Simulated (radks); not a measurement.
Charge is removed step by step from the 5s level of the iridium ion Ir3+, starting from [Xe] 4f14 5d6. Calculated with a radial shooting solver on a logarithmic mesh with Libxc functionals: scalar-relativistic Kohn-Sham, PBE, spin-unpolarised, spherical densities, point nucleus.

\begin{tabular}{lrrr}
removed (e) & E - E(0) (eV) & eigenvalue (eV) & E minus straight line (eV) \\ \hline
0 & 0.000 & -129.56 & 0.000 \\
0.25 & 32.923 & -134.01 & -1.698 \\
0.5 & 66.967 & -138.53 & -2.277 \\
0.75 & 102.15 & -143.12 & -1.716 \\
1 & 138.49 & -147.78 & 0.000 \\
\end{tabular}

Removing the whole electron costs 138.49 eV by Delta-SCF, against 129.56 eV from minus the eigenvalue at the starting occupation. Slater's transition state (half an electron removed) gives 138.53 eV. Integrating minus the eigenvalue over the occupation (Janak's theorem) gives 138.58 eV. In this scalar-relativistic scheme the density is built from large components alone, so the theorem holds only approximately. The mean slope of the eigenvalue, de/dn, is 18.2 eV per electron.
